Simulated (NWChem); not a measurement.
**Relativistic effects in hydrogen iodide (HI)**

```
I
H 1 1.6328
```
Charge 0, spin multiplicity 1.

All runs are NWChem calculations. The geometry was optimised at PBE/def2-SVP with def2 effective core potentials on I, a minimum by its harmonic frequencies.

Functional PBE0, all-electron basis x2c-SVPall-2c, contracted for the X2C Hamiltonian and used here with ZORA. The ion keeps the geometry and has multiplicity 2 in the scalar run; the spin-orbit run starts from the same electron counts.

Relative cost: rough, from shared machines, SCF included, scalar ZORA = 1.

The stability of the SCF solutions was not checked.

| Hamiltonian | ΔSCF ionisation energy (eV) | HOMO (eV) | LUMO (eV) | gap (eV) | relative cost |
|---|---|---|---|---|---|
| scalar ZORA | 10.57 | -7.75 | -0.64 | 7.11 | 1 |
| spin-orbit ZORA | ___ | ___ | ___ | ___ | under 3 |

Task: Some entries are withheld; supply them.

Result: 
- spin-orbit ZORA, ΔSCF ionisation energy (eV): 10.22
- spin-orbit ZORA, HOMO (eV): -7.43
- spin-orbit ZORA, LUMO (eV): -0.62
- spin-orbit ZORA, gap (eV): 6.80
